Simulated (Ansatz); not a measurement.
Steps of a relaxation of `F[Si]1(Br)BC1` with RKS PBE-D4/def2-SVP.

```sh
$ ansatz run in.yaml --threads 4 --pin off --events-out ev --progress --plain --max-ram 10444MiB
```

```yaml
crystal:
  periodic: [false, false, false]
  atoms:
    - {symbol: F, position_ang: [-0.867800, -1.972100, 1.005800]}
    - {symbol: Si, position_ang: [0.280800, -0.919300, 0.377100]}
    - {symbol: Br, position_ang: [2.211800, -0.767900, 1.469400]}
    - {symbol: B, position_ang: [-0.426300, 0.980600, 0.318500]}
    - {symbol: C, position_ang: [-0.083200, 0.172000, -0.992600]}
    - {symbol: H, position_ang: [-0.938500, 1.944100, 0.853700]}
    - {symbol: H, position_ang: [-0.923900, -0.120800, -1.595700]}
    - {symbol: H, position_ang: [0.839400, 0.626400, -1.491900]}
basis:
  gaussian: {orbitals: def2-SVP}
hamiltonian: {xc: pbe, dispersion: d4}
relax: {f_tol: 0.03, max_steps: 200}
```

Positions (Å) and forces (eV/Å) along the path, 16 of 20 steps:

```xyz
8
step=1 energy=-82368.5394 eV
F    -0.868   -1.972    1.006    1.010    0.078   -0.803
Si    0.281   -0.919    0.377   -1.016    0.533    3.396
Br    2.212   -0.768    1.469    0.308   -0.578   -0.227
B    -0.426    0.981    0.319   -0.048   -1.424    0.794
C    -0.083    0.172   -0.993    1.168    1.951   -1.185
H    -0.939    1.944    0.854    0.153    0.103   -0.585
H    -0.924   -0.121   -1.596   -0.662   -0.038   -1.228
H     0.839    0.626   -1.492   -0.912   -0.624   -0.161
8
step=2 energy=-82369.2889 eV
F    -0.809   -2.069    0.940    1.217    0.751   -0.562
Si    0.247   -0.807    0.533   -1.241   -0.289    1.714
Br    2.283   -0.870    1.462   -0.081   -0.376   -0.329
B    -0.487    0.994    0.341   -0.054   -0.434    0.785
C    -0.093    0.197   -0.976    0.758    0.236   -0.537
H    -0.947    2.022    0.785   -0.013    0.137   -0.460
H    -0.916   -0.115   -1.636   -0.099    0.090   -0.439
H     0.816    0.592   -1.506   -0.487   -0.115   -0.172
8
step=3 energy=-82369.5208 eV
F    -0.722   -2.140    0.903    0.903    1.333   -0.095
Si    0.187   -0.718    0.695   -0.281   -2.081   -0.043
Br    2.314   -1.006    1.379   -0.388    0.004   -0.112
B    -0.543    1.013    0.375   -0.310    0.732   -0.322
C    -0.071    0.191   -0.936    0.043    0.074    0.703
H    -0.992    2.105    0.670    0.036   -0.136   -0.165
H    -0.876   -0.107   -1.647    0.055    0.037    0.100
H     0.795    0.605   -1.495   -0.058    0.038   -0.066
8
step=4 energy=-82369.5902 eV
F    -0.684   -2.145    0.907    0.596    0.963   -0.127
Si    0.199   -0.732    0.685   -0.488   -1.135    0.107
Br    2.298   -1.048    1.377   -0.117    0.010   -0.064
B    -0.553    1.031    0.366   -0.069    0.102   -0.036
C    -0.071    0.199   -0.917    0.169    0.070    0.330
H    -1.007    2.123    0.630    0.001   -0.037   -0.102
H    -0.877   -0.105   -1.620   -0.010    0.011   -0.015
H     0.788    0.620   -1.483   -0.080    0.016   -0.094
8
step=5 energy=-82369.6170 eV
F    -0.672   -2.124    0.920    0.068    0.139   -0.106
Si    0.204   -0.753    0.686    0.061    0.032    0.097
Br    2.293   -1.102    1.395   -0.093    0.021   -0.049
B    -0.539    1.034    0.378   -0.187   -0.246   -0.045
C    -0.047    0.211   -0.895    0.025    0.019   -0.323
H    -1.031    2.117    0.589    0.072    0.083    0.022
H    -0.860   -0.116   -1.600    0.093    0.083    0.286
H     0.745    0.677   -1.530   -0.039   -0.130    0.117
8
step=6 energy=-82369.6295 eV
F    -0.665   -2.124    0.890   -0.017   -0.031   -0.017
Si    0.201   -0.748    0.691   -0.036    0.035    0.011
Br    2.288   -1.085    1.385   -0.009    0.018    0.001
B    -0.558    1.028    0.375   -0.034   -0.063   -0.005
C    -0.049    0.208   -0.891    0.168    0.069   -0.113
H    -1.017    2.127    0.588    0.022    0.022    0.012
H    -0.868   -0.112   -1.578   -0.036   -0.027    0.092
H     0.760    0.649   -1.516   -0.059   -0.022    0.017
8
step=7 energy=-82369.6348 eV
F    -0.663   -2.129    0.866   -0.045   -0.107    0.008
Si    0.198   -0.749    0.691   -0.046    0.066   -0.018
Br    2.281   -1.072    1.393    0.020    0.007    0.026
B    -0.560    1.026    0.374   -0.042   -0.019   -0.013
C    -0.043    0.208   -0.890    0.196    0.108   -0.031
H    -1.002    2.133    0.589    0.036    0.003    0.017
H    -0.874   -0.123   -1.554   -0.067   -0.061    0.049
H     0.755    0.648   -1.526   -0.052    0.003   -0.038
8
step=8 energy=-82369.6879 eV
F    -0.647   -2.170    0.707   -0.021   -0.244    0.075
Si    0.170   -0.757    0.689   -0.093    0.040   -0.109
Br    2.227   -0.998    1.475    0.089   -0.068    0.154
B    -0.572    1.014    0.368   -0.026    0.317   -0.271
C     0.008    0.224   -0.883   -0.240    0.348   -0.003
H    -0.887    2.175    0.596    0.142   -0.305    0.054
H    -0.908   -0.215   -1.384    0.321   -0.017    0.174
H     0.702    0.671   -1.624   -0.171   -0.071   -0.074
8
step=9 energy=-82369.6949 eV
F    -0.604   -2.208    0.553    0.172    0.056    0.147
Si    0.154   -0.754    0.670   -0.176   -0.264    0.010
Br    2.158   -0.951    1.596    0.053   -0.128    0.136
B    -0.581    1.017    0.350    0.248    0.687   -0.372
C     0.038    0.255   -0.889   -1.082    0.303   -0.346
H    -0.766    2.217    0.629    0.080   -0.766   -0.033
H    -0.929   -0.322   -1.220    1.066    0.420    0.147
H     0.622    0.690   -1.744   -0.361   -0.310    0.310
8
step=11 energy=-82369.8157 eV
F    -0.595   -2.153    0.565    0.138    0.064   -0.070
Si    0.187   -0.710    0.651   -0.240   -0.014    0.441
Br    2.141   -1.047    1.665   -0.021   -0.013   -0.061
B    -0.574    1.057    0.335    0.118   -0.130   -0.234
C    -0.006    0.320   -0.918   -0.303    0.058   -0.109
H    -0.776    2.203    0.683    0.150   -0.115   -0.024
H    -0.811   -0.418   -1.219    0.243    0.062    0.009
H     0.527    0.691   -1.816   -0.086    0.087    0.049
8
step=12 energy=-82369.8738 eV
F    -0.591   -2.173    0.521    0.166    0.209   -0.032
Si    0.127   -0.698    0.683   -0.180   -0.060    0.552
Br    2.109   -1.005    1.648    0.004   -0.074    0.004
B    -0.605    1.066    0.316    0.196   -0.192   -0.083
C    -0.048    0.323   -0.916   -0.549    0.145   -0.390
H    -0.655    2.224    0.703    0.077   -0.299   -0.118
H    -0.725   -0.545   -1.216    0.395    0.399   -0.024
H     0.481    0.751   -1.794   -0.109   -0.128    0.091
8
step=15 energy=-82369.9943 eV
F    -0.548   -2.168    0.517   -0.002    0.123   -0.059
Si    0.068   -0.675    0.806    0.055    0.003   -0.013
Br    2.068   -1.027    1.717   -0.005   -0.022    0.024
B    -0.595    1.036    0.286   -0.062    0.236    0.101
C    -0.157    0.374   -0.975   -0.169   -0.295   -0.043
H    -0.508    2.167    0.701    0.057   -0.029    0.034
H    -0.572   -0.618   -1.266    0.137   -0.080   -0.075
H     0.336    0.855   -1.842   -0.009    0.064    0.030
8
step=17 energy=-82370.0143 eV
F    -0.560   -2.132    0.493    0.038    0.012   -0.007
Si    0.079   -0.662    0.834    0.147    0.072    0.160
Br    2.070   -1.081    1.771   -0.185    0.012   -0.102
B    -0.586    1.034    0.290   -0.001    0.074    0.020
C    -0.212    0.374   -0.990    0.065   -0.136   -0.033
H    -0.473    2.175    0.673   -0.006   -0.078    0.016
H    -0.456   -0.674   -1.272   -0.033    0.035   -0.073
H     0.230    0.910   -1.854   -0.025    0.010    0.020
8
step=18 energy=-82370.0183 eV
F    -0.541   -2.127    0.490   -0.027    0.000    0.004
Si    0.079   -0.652    0.844    0.110   -0.061    0.064
Br    2.061   -1.086    1.772   -0.062    0.029   -0.025
B    -0.587    1.034    0.287   -0.015    0.069   -0.009
C    -0.205    0.366   -0.988   -0.038   -0.085   -0.072
H    -0.470    2.172    0.674    0.005   -0.029    0.008
H    -0.474   -0.673   -1.284    0.024    0.060    0.005
H     0.230    0.908   -1.852    0.003    0.016    0.026
8
step=19 energy=-82370.0193 eV
F    -0.547   -2.125    0.498   -0.004   -0.003   -0.006
Si    0.080   -0.653    0.849    0.009   -0.034    0.028
Br    2.057   -1.080    1.775    0.014    0.001    0.007
B    -0.585    1.031    0.284   -0.007   -0.001   -0.044
C    -0.211    0.366   -0.995   -0.017   -0.025    0.004
H    -0.462    2.163    0.681    0.004    0.020   -0.001
H    -0.465   -0.674   -1.294   -0.003    0.026    0.004
H     0.224    0.916   -1.853    0.004    0.016    0.008
8
step=20 energy=-82370.0196 eV
F    -0.546   -2.125    0.497    0.001   -0.007   -0.001
Si    0.082   -0.655    0.854   -0.006   -0.011    0.009
Br    2.058   -1.080    1.780    0.013   -0.001    0.006
B    -0.583    1.029    0.283   -0.005   -0.007   -0.030
C    -0.214    0.365   -0.997   -0.003    0.003    0.002
H    -0.459    2.162    0.677    0.006    0.014    0.005
H    -0.466   -0.673   -1.298   -0.005    0.001    0.002
H     0.220    0.921   -1.852    0.001    0.007    0.007
```

It took 28 s on 4 threads of an Arm Neoverse V1 on a shared host, with 0.18 GiB of host memory at the peak.
